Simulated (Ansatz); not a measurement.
Ansatz (a program for electronic structure) job for Si(Me)(Cl)3 cation (CH3Cl3Si), SMILES C[Si](Cl)(Cl)Cl (connectivity only; charge and spin as stated), charge +1, multiplicity 2, CAM-B3LYP/def2-SVPD. Coordinates come from a B3LYP-D3(BJ)/def2-SVP optimisation. The spin state was assumed, not searched. The isomer is the one that the SMILES or the coordinates give; other isomers of the formula were not compared.

Ansatz 0.2 input:
```yaml
crystal:
  periodic: [false, false, false]
  atoms:
    - {symbol: C, position_ang: [-0.00000001, 0.00000001, 2.13644669]}
    - {symbol: Si, position_ang: [-0.00000000, -0.00000000, 0.00800189]}
    - {symbol: Cl, position_ang: [1.70807396, 0.98615696, -0.39119419]}
    - {symbol: Cl, position_ang: [0.00000000, -1.97231392, -0.39119419]}
    - {symbol: Cl, position_ang: [-1.70807396, 0.98615696, -0.39119419]}
    - {symbol: H, position_ang: [-0.00000000, 1.07886939, 2.34006567]}
    - {symbol: H, position_ang: [-0.93432830, -0.53943469, 2.34006567]}
    - {symbol: H, position_ang: [0.93432828, -0.53943469, 2.34006568]}
basis:
  gaussian:
    orbitals: def2-SVPD
hamiltonian:
  xc: {name: CAM-B3LYP}
total_charge: 1
magnetization: {spin_polarized: true, initial_magnetization: 1}
```

Program output:

```
WARN ansatz: RAYON_NUM_THREADS=1 ignored (pool sized by the plan → 1); use --threads N
Functional definition: CAM-B3LYP
integrals: 0.15 GiB planned
1404 factors; integrals over basis functions are off by at most 1.1e-3 eV
integrals: 0.27 GiB planned
540 factors; integrals over basis functions are off by at most 1.6e-5 eV
mean field: 1.89 GiB planned
mean field evaluation 1: about -46508.1530 eV, gradient 2.5e1 eV
mean field evaluation 2: about -46509.2866 eV, gradient 2.0e1 eV
mean field evaluation 4: about -46511.2605 eV, gradient 8.5e-1 eV
mean field evaluation 8: about -46511.2858 eV, gradient 4.0e-2 eV
mean field evaluation 16: about -46511.2859 eV, gradient 1.4e-4 eV
mean field -46511.28587454 eV, -1709.2582294076 hartree, gradient 3.5e-5 eV, S^2 0.755503; 0 other end points of the search recorded, 0 dependent functions left out
reference -46511.28601308 eV, -1709.2582344988 hartree; 37, 36 occupied and 112, 113 virtual orbitals, 1404 factors
Total energy: -46511.28601308 eV, -1709.2582344988 hartree
```

The run converged.

Cost: roughly 20 core-seconds.
